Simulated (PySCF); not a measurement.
Molecule: 1-ethyl-4-fluorobenzene (CCc1ccc(F)cc1, C₈H₉F).

Cartesian coordinates in Å; atom numbers follow the order of the lines, from 1:
```xyz
18

C    -2.381    0.427   -0.707
C    -1.669   -0.574    0.206
C    -0.190   -0.310    0.220
C     0.361    0.577    1.137
C     1.715    0.859    1.131
C     2.516    0.241    0.190
F     3.841    0.507    0.177
C     2.000   -0.645   -0.738
C     0.643   -0.913   -0.714
H    -3.451    0.237   -0.717
H    -2.003    0.347   -1.723
H    -2.211    1.444   -0.359
H    -2.070   -0.486    1.218
H    -1.861   -1.587   -0.152
H    -0.278    1.054    1.867
H     2.151    1.544    1.841
H     2.654   -1.109   -1.458
H     0.227   -1.605   -1.432
```

Frames of a GFN2-xTB Langevin trajectory at 300 K; GIAO PBE0/pcSseg-1 shieldings in PySCF, gas phase, non-relativistic; equivalent atoms averaged within each frame.

δ = σ(ref) − σ, references computed at the same level: 13C (186.93 ppm) and 1H (31.72 ppm) vs TMS; CFCl3 for 19F (170.95 ppm). The references are static minima.

Question: How do the shifts (ppm) fluctuate along the trajectory?

Answer: 
| time (fs) | C6 | C3 | C4/C9 | C5/C8 | C2 | C1 | F7 | H15/H18 | H16/H17 | H13/H14 |
| --- | --- | --- | --- | --- | --- | --- | --- | --- | --- | --- |
| optimised geometry | 171.3 | 146.6 | 134.9 | 121.5 | 34.5 | 22.7 | -120.8 | 7.46 | 7.30 | 2.61 |
| 250 | 171.3 | 148.4 | 136.8 | 121.9 | 29.8 | 29.8 | -120.1 | 7.47 | 7.33 | 2.21 |
| 425 | 169.2 | 154.4 | 132.4 | 123.3 | 34.9 | 29.0 | -125.6 | 7.48 | 7.49 | 2.83 |
| 625 | 175.6 | 137.8 | 131.4 | 123.7 | 36.7 | 19.2 | -117.6 | 7.65 | 7.50 | 2.73 |
| 800 | 170.6 | 145.3 | 143.4 | 123.2 | 41.0 | 17.3 | -113.3 | 7.93 | 7.41 | 3.56 |
| 1000 | 170.8 | 155.3 | 138.5 | 123.3 | 38.7 | 22.4 | -115.0 | 8.01 | 7.40 | 3.24 |
| mean of frames | 171.5 | 148.3 | 136.5 | 123.1 | 36.2 | 23.5 | -118.3 | 7.71 | 7.42 | 2.91 |
| standard deviation | 2.4 | 7.2 | 4.8 | 0.7 | 4.3 | 5.6 | 4.8 | 0.25 | 0.07 | 0.52 |

5 frames give an uncertainty of the mean of about the standard deviation over 2.2 at best, since frames this close in time may not be independent; classical motion lacks zero-point vibration, and the reference would need the same averaging.
